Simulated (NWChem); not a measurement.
System: SiNH2Cl2F; SMILES [Si](Cl)(Cl)(F)N

The following NWChem deck was run.

```
start job
memory heap 200 mb stack 900 mb global 1100 mb
geometry units angstroms noautosym nocenter noautoz
  N      1.377654    -0.064426     1.322840
  Si     0.329161    -0.004940    -0.015207
  F      1.051549    -0.154569    -1.468781
  Cl    -1.002422    -1.566009     0.109478
  Cl    -0.611727     1.822655    -0.045442
  H      1.941573     0.742787     1.592996
  H      1.745719    -0.950537     1.671932
end
basis spherical
  * library 6-31g*
end
dft
  xc m05-2x
  iterations 150
end
cosmo
  do_cosmo_smd true
  solvent propanol
end
task dft energy
```

Coordinates come from a PBE-D3(BJ)/def2-SVP optimisation. Solvent: 1-propanol.

Level: M05-2X/6-31G* with SMD (1 M gas to 1 M solution), gas-phase geometry. Reactions with the solvent are ignored.

Q: What results follow from this input? (M05-2X/6-31G* (spherical d), SMD on the gas-phase geometry.) Quantities: solvation free energy (kcal/mol); cavity-dispersion-structure term (kcal/mol); dipole in solution (D).

A: The solvation free energy (kcal/mol) is -7.4, the cavity-dispersion-structure term (kcal/mol) comes out as -0.8 and the dipole in solution (D) comes out as 3.78.
